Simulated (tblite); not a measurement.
Task: Give a GFN2-xTB geometry of InChI=1S/C5H15PSi2/c6-8(7)5-3-1-2-4-5/h5,8H,1-4,6H2,7H3/t8-/m0/s1.

Result: 
```xyz
23
C5H15PSi2 angstrom
Si     2.324   -1.613    0.691
Si     1.557    0.030   -0.771
P      2.512    2.013   -0.275
C     -0.324    0.331   -0.602
C     -1.174   -0.943   -0.602
C     -2.469   -0.580    0.150
C     -2.230    0.811    0.761
C     -0.716    0.995    0.717
H      2.186   -2.946    0.099
H      1.578   -1.644    1.952
H      3.736   -1.446    1.042
H      1.805   -0.303   -2.194
H      3.751    1.655   -0.768
H      2.161    2.628   -1.462
H     -0.675    0.977   -1.415
H     -1.371   -1.296   -1.614
H     -0.648   -1.740   -0.072
H     -3.328   -0.565   -0.520
H     -2.673   -1.314    0.929
H     -2.708    1.577    0.149
H     -2.629    0.890    1.772
H     -0.252    0.469    1.555
H     -0.414    2.042    0.762
```

Any rigid rotation of these coordinates is as good. Atoms count from 1 in this order. Si1 (SiH3 silicon) is tetrahedral (angles from 106.3° to 112.8°). P3 (three-coordinate phosphorus) is pyramidal (angles 95.4°, 94.2° and 92.1°, sum 281.8°, 0.84 Å off the plane of its three neighbours). Of the pairs four or more bonds apart, Si1···H17 is among the closest relative to their van der Waals radii: 3.07 Å, 93 % of the sum of Bondi's values. Si2 (SiH silicon) is distorted tetrahedral (angles from 105.0° to 112.9°).

Bonds between heavy atoms (Å): Si1–Si2 2.329, Si2–P3 2.257, Si2–C4 1.912, C4–C5 1.531, C5–C6 1.541, C6–C7 1.538, C7–C8 1.527, C4–C8 1.528.

Computed geometry: GFN2-xTB, gas phase.

Point group: C1 (no symmetry element, even within 0.4 Å). Its GFN2-xTB frequencies are all real (lowest 20 cm⁻¹). One conformer, not necessarily the lowest (Si1–Si2–P3–H 73° and 165°, Si1–Si2–C4–C5 -48°, Si2–C4–C5–C6 155°, C4–C5–C6–C7 -9°, C5–C6–C7–C8 -17°, C6–C7–C8–C4 37°). 2 starts were optimised and ended at 0.00 and 0.38 kcal/mol (GFN2-xTB); the lowest of these is shown.

The run took 3.4 s wall on Arm Neoverse N1, one thread, no GPU, shared host. This is the geometry optimisation.
